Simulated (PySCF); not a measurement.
## Unknown compound

An unknown has the formula C5H12OSi2. Its calculated NMR data are:

$^{1}$H NMR (600 MHz, computed): δ 4.75 (d, 1H), 4.17 (s, 3H), 1.08 (br s, 1H), 1.05 (d, 3H), 0.95 (m, 3H), 0.82 (m, 1H).

$^{13}$C{$^{1}$H} NMR (computed): δ 122.4, 110.6, 17.4, 16.3, 15.7.

Method: geometry from PBE0-D3(BJ)/def2-SVP, PBE0/pcSseg-1 with gauge-including orbitals, in PySCF 2.14.0 with density-fitted response routines (no solvent, single conformer, non-relativistic, one averaged value for each set of equivalent atoms).

δ = σ(ref) − σ, references computed at the same level: $^{1}$H (σ = 31.27 ppm), $^{13}$C (σ = 184.41 ppm) against TMS.

Which candidate is it?
A. CC(C)[Si@H](O)C#C[SiH3]
B. C=C[Si]1(O[SiH3])CCC1
C. CC(C)O[SiH2]C#C[SiH3]
D. C=CC(=C)O[SiH2]C[SiH3]
E. CCCO[SiH2]C#C[SiH3]
F. C#C[SiH2]O[SiH2]C(C)C

## Answers

A. 

Rings plus π bonds: 2 (no ring in the answer). 5 carbon signals for 5 carbons: no two carbons are equivalent. Carbon types of the structure: 2 × C, 1 × CH, 2 × CH3, leaving 5 H on heteroatoms. δC 122.4, 110.6: alkyne carbon. δC 16.3, 15.7: methyl carbon; a saturated carbon with 1 carbon neighbour and no heteroatom attached. δH 1.08: hydrogen on an oxygen bonded to Si; exchangeable; this is the value without hydrogen bonding to other molecules. δH 1.05, 0.95: hydrogen on a methyl carbon. δH 0.82: hydrogen on an sp3 CH bonded to Si; an electropositive neighbour shields it, as in TMS itself.

The others: CCCO[SiH2]C#C[SiH3] has carbons computed at 119.9, 112.3, 69.1, 28.5, 10.8, with a different DEPT pattern; CC(C)O[SiH2]C#C[SiH3] would give 4 carbon signals, not 5; C=CC(=C)O[SiH2]C[SiH3] would give 8 signals for carbon-bound and other non-exchanging H, not 5; C#C[SiH2]O[SiH2]C(C)C would give 4 carbon signals, not 5; C=C[Si]1(O[SiH3])CCC1 would give 4 carbon signals, not 5.

Exchangeable OH/NH protons stand at their gas-phase positions; hydrogen bonding in a real sample shifts them, mostly to higher δ. Shifts are as computed. Against solution values, carbons near 30 ppm lie about +2 ppm off and those near 130 ppm about +5 ppm. Of 1309 compounds with measured shifts, 239 miss one by over three times the rms of a fit or turn the order of signals round; such compounds aren't used in these exercises. No couplings were computed; multiplicities are counted from neighbouring protons, with m where these are inequivalent, close in shift, in a saturated or five-membered ring or joined by F or P, and br s for small geminal =CH2 splittings.
